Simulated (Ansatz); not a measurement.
A made-up structure of GeH3SO (charge -1), closed shell:

```
6
angstrom
O 0.1323 -2.2086 1.2267
S 1.0825 -1.2850 0.4030
Ge -0.0757 0.4911 -0.2584
H 2.1761 -2.0934 0.4127
H 0.8566 1.4299 -1.0852
H -0.6807 1.3755 0.8837
```

It is relaxed with PBE-D4/def2-SVPD and then PBE0-D4/def2-TZVPD (Ansatz 0.2.0). Atoms count as bonded within 1.22 times the sum of their covalent radii (H–H: 0.88 Å). The end point is not checked to be a true minimum.

(1) Does its bonding change? (Judge from chemistry; the calculation decides.)

## Answers

(1) By the calculation: No: no bond forms or breaks.

Where it ends: The first stage lowers the energy by 2.08 eV in 13 steps. It ends as GeH₃SO ([O][SH][GeH2]), total charge -1:
```
6
angstrom
O 0.1063 -2.5011 0.9962
S 0.8607 -1.5373 0.0918
Ge -0.3638 0.4970 -0.3064
H 1.8014 -0.9183 0.8763
H 0.9470 0.9642 -1.1224
H 0.1395 1.2049 1.0469
```

Labels in which every atom is bracketed show which atoms are joined, not bond orders.

For scale, one of the runs: PBE0-D4/def2-TZVPD relaxation, 167 basis functions, launched by `ansatz run in.yaml --threads 2 --pin off --events-out ev --progress --plain --max-ram 4352MiB`. The run took about 35 s on 2 CPU threads of an Arm Neoverse V2 (shared host).
